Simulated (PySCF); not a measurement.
## Computed properties of SnF3Br, SMILES [F][Sn]([F])([Br])[F]

SnF3Br, SMILES [Sn]([F])([F])([Br])[F]. Geometry optimised at B3LYP-D3(BJ)/def2-SVP. The structure was generated by enumeration; whether it is a known compound was not checked. The def2 effective core potentials stand for the cores of Sn; spin–orbit coupling is left out. One conformer was computed; it need not be the lowest. All values are computed for the isolated molecule unless a solvent is named; none is compared with measurement here.

**Structure.** The optimised structure has C3v symmetry. All 9 harmonic modes at B3LYP-D3(BJ)/def2-SVP (PySCF) are real, so it is a minimum. With heavy atoms numbered as in [F:1][Sn:2]([F:3])([F:4])[Br:5], the shortest bond between them is Sn2–F3 at 1.919 Å and the longest Sn2–Br5 at 2.451 Å.

**Vibrations.** The strongest infrared lines (harmonic, unscaled, degenerate partners summed) lie at 669 cm⁻¹ (115 km/mol, F 83 %, Sn 17 %), 642 cm⁻¹ (45 km/mol, F 93 %), 166 cm⁻¹ (42 km/mol, F 83 %, Sn 16 %). The softest mode is at 109 cm⁻¹ and the zero-point energy is 4.3 kcal/mol.

**Electronic structure.** PBE0/def2-TZVP (PySCF) places the frontier levels at -9.94 and -3.88 eV, a gap of 6.06 eV, and gives a dipole moment of 2.27 D and a mean polarisability of 52.2 bohr³. PBE/def2-TZVP (PySCF) at the same geometry gives -8.54 and -4.77 eV, so its gap is 2.29 eV narrower. An orbital gap is neither the optical nor the fundamental gap.

**Excitations.** TDA-B3LYP/def2-SVPD (PySCF) has S1 at 4.28 eV (290 nm, f = 0.016, weak); the most intense of the 10 singlets computed lies at 6.31 eV (f = 0.20). Strengths of degenerate partners are summed. T1 (TDA) is at 3.83 eV, 0.45 eV under S1. TDA-PBE/def2-SVPD (PySCF) puts S1 at 3.91 eV. No vertical singlet excitation falls in the visible range (under 3.1 eV).
